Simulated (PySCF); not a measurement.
**A small calculation by hand: chemical shift, span and skew from a shielding tensor**

C2H9NOSi, SMILES CO[Si@H](C)N. Atoms are numbered in the order given.

```xyz
14

C      1.9791    -0.0595     0.6747
O      1.2309    -0.0744    -0.5234
Si    -0.4560    -0.0592    -0.5259
C     -1.1543     1.5534     0.1491
N     -1.0747    -1.3354     0.4779
H      1.5357    -0.7220     1.4537
H      2.0591     0.9671     1.1046
H      3.0096    -0.4151     0.4628
H     -0.7575    -0.2252    -1.9870
H     -2.2542     1.6072     0.0142
H     -0.7044     2.4180    -0.3791
H     -0.9350     1.6655     1.2311
H     -1.0223    -2.3188     0.2083
H     -1.8205    -1.1675     1.1538
```
Charge 0, spin multiplicity 1.

Geometry optimised at PBE-D3(BJ)/def2-SVP. The structure was generated by enumeration; whether it is a known compound was not checked. One conformer was computed; it need not be the lowest.

GIAO shieldings from PBE/pcSseg-1 run with PySCF, non-relativistic, no solvent. The symmetric part of the tensor of Si3 has the principal values 315.1, 353.6, 380.0 ppm. The same nucleus in TMS has σ = 335.4 ppm at this level (PySCF, at its B3LYP-D3(BJ)/def2-TZVP geometry).

Work out the isotropic shielding, the ²⁹Si shift against TMS, the span and the skew.


σ(iso) = (σ11 + σ22 + σ33)/3 = 349.6 ppm. δ = σ(ref) − σ(iso) = 335.4 − (349.6) = -14.2 ppm.
Span Ω = σ33 − σ11 = 64.9 ppm. Skew κ = 3(σ(iso) − σ22)/Ω = -0.19. Tumbling in solution averages the tensor to δ; in a static solid the shielding alone would spread this spin-1/2 line over Ω.
